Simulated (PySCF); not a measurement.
## Identify the compound

The spectra below were simulated for a compound C$_{7}$H$_{11}$NOSi.

¹H NMR (400 MHz, computed): δ 7.56 (m, 1H), 7.10 (s, 1H), 7.06 (d, 1H), 6.70 (d, 1H), 5.15 (s, 3H), 3.77 (s, 2H), 0.71 (br s, 2H).

¹³C{¹H} NMR (computed): δ 163.0 (C), 155.8 (C), 135.5 (CH), 125.0 (CH), 123.8 (CH), 116.4 (CH), 54.3 (CH2).

Computational details: structure optimised with GFN2-xTB, σ from GIAO-PBE0/pcSseg-1, in PySCF 2.14.0 with density-fitted response routines (no relativistic terms, one computed conformer, no solvent model, averaged over atoms made equivalent by symmetry, fast rotation or ring inversion).

Referencing at the same level of theory: ¹H (31.72 ppm), ¹³C (186.93 ppm) vs TMS.

**Question.** Propose a structure and justify it.

**Answer.** 
- The formula gives 4 degrees of unsaturation (1 ring in the answer).
- 7 carbon signals for 7 carbons: no two carbons are equivalent.
- Carbon types of the structure: 2 × C, 4 × CH, 1 × CH2, leaving 5 H on heteroatoms.
- δC 163.0: aromatic carbon bearing oxygen; σ withdrawal by the attached heteroatom moves it downfield of the ring CH carbons.
- δC 155.8: substituted aromatic carbon.
- δC 135.5, 125.0, 123.8, 116.4: aromatic CH.
- δC 54.3: sp3 CH2 bonded to N, on an aromatic ring; the inductive effect lowers its shielding.
- δH 7.56, 7.10, 7.06, 6.70: hydrogen on an aromatic CH.
- δH 3.77: hydrogen on an sp3 CH2 bonded to N, on an aromatic ring; its carbon carries N, an electronegative neighbour.
- δH 0.71: hydrogen on an amine nitrogen; exchangeable, gas-phase position.

These data were computed for SMILES NCc1cccc(O[SiH3])c1.

This is the structure that produced the data.

OH/NH shifts are gas-phase values; hydrogen bonding in solution moves them, usually downfield. Shifts are as computed. Against solution values, carbons near 30 ppm lie about +3 ppm off and those near 130 ppm about +5 ppm. Of 1211 compounds with measured shifts, 218 miss one by over three times the rms of a fit or turn the order of signals round; such compounds aren't used in these exercises. Multiplicities follow the n + 1 count of equivalent neighbours, as no J values were calculated; m marks all less simple cases, F and P coupling included.
